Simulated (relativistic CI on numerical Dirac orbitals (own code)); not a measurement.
**Cubic crystal-field splitting of Yb³⁺ by operator equivalents**

Problem. Yb³⁺ (4f13) sits in a cubic field with the Wybourne parameters B⁴₀ = 2760 and B⁶₀ = 350 cm⁻¹. Find the levels of its ground J multiplet, neglecting the mixing with the other J.

Working.
1. One f hole has the ground level ²F7/2 with g_J = 8/7 and the Stevens factors β = −2/1155 and γ = 4/27027.
2. Stevens form: B₄ = β B⁴₀/8 = -0.5974 and B₆ = γ B⁶₀/16 = 0.00324 cm⁻¹, in H = B₄(O₄⁰ + 5O₄⁴) + B₆(O₆⁰ − 21O₆⁴).
3. For J = 7/2 the eigenvalues are E(Γ6) = 840B₄ − 25200B₆ = -583.4, E(Γ7) = −1080B₄ − 15120B₆ = 596.2 and E(Γ8) = 120B₄ + 20160B₆ = -6.4 cm⁻¹.
4. Order and energies above the lowest: Γ6 0.0, Γ8 577.0, Γ7 1179.6 cm⁻¹. A Γ6 ground doublet has the isotropic |g| = 2.667.

Check. Diagonalising spin-orbit coupling (free-ion gap 10095 cm⁻¹, from a Dirac-Coulomb-Breit calculation) and field together in all 14 states gives Γ6 0.0, Γ8 558.2, Γ7 1173.7 cm⁻¹, with |g| = 2.667. The other multiplet starts at 10434 cm⁻¹; the differences from the hand values come from J mixing and grow with the ratio of the field to that gap.
